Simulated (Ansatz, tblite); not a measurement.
Removing and adding an electron: Sn26H30, a nanocrystal cut from cubic tin. Charge 0, multiplicity 1. Geometry: PBE-D4/def2-SVP. Ansatz, gas phase; energy differences of separate SCF runs; the oxidised species was run as a doublet alone; the reduced species was run as a doublet alone.

Cartesian coordinates in Å:
```
Sn 1.7909 2.0316 -2.2780
Sn -2.4232 1.4025 -3.9334
Sn 1.0573 -1.1015 -5.6436
Sn 2.0851 -2.5146 -1.3741
Sn -2.1592 -3.1439 -2.9718
Sn -1.7078 4.4900 -0.6105
Sn 2.6179 5.1293 1.0188
Sn 2.8834 0.5715 1.9865
Sn -0.5425 3.0850 3.6729
Sn -1.3782 -0.0200 0.3444
Sn -1.0632 -4.5412 1.2627
Sn -0.3116 -1.4024 4.6224
Sn 3.2103 -3.9257 2.9123
Sn 0.3167 1.4163 -4.6074
Sn 1.0400 4.5565 -1.2503
Sn -3.2235 3.9106 -2.9205
Sn 1.3648 0.0177 -0.3360
Sn -2.8772 -0.5953 -1.9865
Sn 0.5687 -3.0788 -3.6907
Sn 1.6813 -4.4871 0.6079
Sn -2.6099 -5.1338 -1.0217
Sn -2.0887 2.5176 1.3754
Sn 2.1884 3.1285 2.9624
Sn 2.4269 -1.4178 3.9426
Sn -1.0501 1.1262 5.6384
Sn -1.8020 -2.0189 2.3022
H 3.4926 2.0676 -2.6700
H -3.3471 1.0185 -5.3638
H 2.7414 -1.1072 -6.0734
H 0.1581 -1.4398 -7.0929
H 3.7783 -2.4710 -1.7996
H -3.1100 -3.4936 -4.3933
H -2.1827 6.0451 0.0243
H 4.2922 5.1804 0.5544
H 2.2210 6.6894 1.6768
H 4.5743 0.5588 1.5492
H -0.9876 4.6611 4.2772
H -1.3259 -5.7596 2.4848
H -0.6049 -2.6216 5.8368
H 4.9018 -3.8848 2.5137
H 2.9931 -5.1766 4.1003
H 0.5951 2.6509 -5.8095
H 1.3101 5.7673 -2.4786
H -2.9989 5.1521 -4.1168
H -4.9171 3.8755 -2.5308
H -4.5716 -0.6006 -1.5629
H 1.0311 -4.6452 -4.3063
H 2.1351 -6.0460 -0.0336
H -2.1856 -6.6995 -1.6475
H -4.2952 -5.1934 -0.6007
H -3.7730 2.4735 1.8347
H 3.1285 3.4810 4.3903
H 3.3652 -1.0432 5.3660
H -0.1714 1.4741 7.0976
H -2.7398 1.1312 6.0464
H -3.5015 -2.0467 2.7031
```

In the def2 sets Sn takes a core potential; there is no spin–orbit coupling. The xTB rows come from tblite. Single mean-field runs in def2-SVP are fitted with def2-universal-jkfit. HOMO above LUMO, or a gap near zero within one spin, warns that the state may not be the lowest or that an electron is smeared out.

```json
{"level": "GFN1-xTB", "−HOMO (eV)": "10.24", "vertical IE (eV)": "11.40", "−LUMO (eV)": "9.25", "vertical EA (eV)": "8.14", "HOMO–LUMO gap (eV)": "0.99", "IE − EA (eV)": "3.27", "remarks": "–"}
{"level": "GFN2-xTB", "−HOMO (eV)": "10.66", "vertical IE (eV)": "11.77", "−LUMO (eV)": "10.12", "vertical EA (eV)": "9.07", "HOMO–LUMO gap (eV)": "0.54", "IE − EA (eV)": "2.70", "remarks": "–"}
{"level": "PBE-D4/def2-SVP", "−HOMO (eV)": "5.66", "vertical IE (eV)": "6.87", "−LUMO (eV)": "2.97", "vertical EA (eV)": "–", "HOMO–LUMO gap (eV)": "2.69", "IE − EA (eV)": "–", "remarks": "gap within one spin near zero (+1 doublet)"}
{"level": "PBE0-D4/def2-SVP", "−HOMO (eV)": "6.46", "vertical IE (eV)": "7.32", "−LUMO (eV)": "2.28", "vertical EA (eV)": "1.56", "HOMO–LUMO gap (eV)": "4.18", "IE − EA (eV)": "5.76", "remarks": "–"}
```

Run but left out: LDA (SPW92)/def2-SVP (charge +1 doublet: an occupied level 0.04 eV above an empty one); LDA (SPW92)/def2-SVP, PBE-D4/def2-SVP (charge -1 doublet: an occupied level 0.07 to 0.08 eV above an empty one).   Raw xTB energy differences between charge states are shifted by several eV; the methods need an empirical correction for them. Sets without diffuse functions give affinities that are too small.
